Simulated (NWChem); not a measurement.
C2H7BeNO; SMILES C[N](C)[Be][OH]

```xyz
12

Be     0.0308    -1.0536     0.0000
O      0.0535    -2.4869     0.0000
H     -0.7016    -3.0917     0.0000
N      0.0248     0.4579     0.0000
C      0.0009     1.2569     1.2087
C      0.0009     1.2569    -1.2087
H     -0.9153     1.8953     1.2757
H      0.8770     1.9487     1.2746
H      0.0216     0.6125     2.1122
H      0.8770     1.9487    -1.2746
H     -0.9153     1.8953    -1.2757
H      0.0216     0.6125    -2.1122
```
Atoms are numbered in this order, from 1.

All runs: NWChem. Pople sets run with spherical d functions. Coordinates come from a PBE-D3(BJ)/def2-SVP optimisation.

For level PBE/6-311++G**:

```yaml
highest occupied level (eV): -4.89
orbital gap (eV): 3.89
dipole (D): 1.30
```

Task: How do the values read with level PBE/3-21G instead?

Result: 
- highest occupied level (eV): -4.33
- orbital gap (eV): 4.78
- dipole (D): 1.46
